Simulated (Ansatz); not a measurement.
CH5NOSi can be A, `NC1O[SiH2]1`, or B, `NC(=O)[SiH3]`.

Isolated molecules relaxed with PBE0-D4/def2-TZVP in Ansatz; ΔE leaves out vibrations. CCSD(T)/CBS is the MP2 limit (def2-TZVPP, def2-QZVPP) plus CCSD(T) − MP2 in def2-TZVPP, frozen cores. Functionals use def2-TZVPP. Each species was taken in one conformer, which may not be the lowest.

Task: Which is lower in electronic energy at CCSD(T)/CBS, and by how much? (Best estimate.)

Result: Computed: B, by 12.8 kcal/mol.

Task: Give E(B) − E(A) in kcal/mol with PBE-D4, CCSD(T)/def2-SVP, CCSD(T)/def2-TZVPP, CCSD/def2-TZVPP, ωB97M-V, r2SCAN-D4, HF/def2-TZVPP. (Best estimate.)

Result: Ansatz gave: PBE-D4 -15.5, CCSD(T)/def2-SVP -22.1, CCSD(T)/def2-TZVPP -13.9, CCSD/def2-TZVPP -14.0, ωB97M-V -14.1, r2SCAN-D4 -14.8, HF/def2-TZVPP -21.0. None reverses the order clearly.

Task: Does the order hold for the free energy at 298.15 K (harmonic terms from PBE0-D4)? (Best estimate.)

Result: Computed: Yes: G(B) − G(A) = -16.3 kcal/mol, for one conformer each.

Largest T1 diagnostic: 0.016.

In def2-TZVPP, CCSD(T) changes the Hartree–Fock value by +7.2 kcal/mol (the triples alone add +0.1 kcal/mol) and MP2 by +8.8 kcal/mol. At CCSD(T), def2-SVP lies −9.3 kcal/mol from the extrapolated value and def2-TZVPP −1.0 kcal/mol.
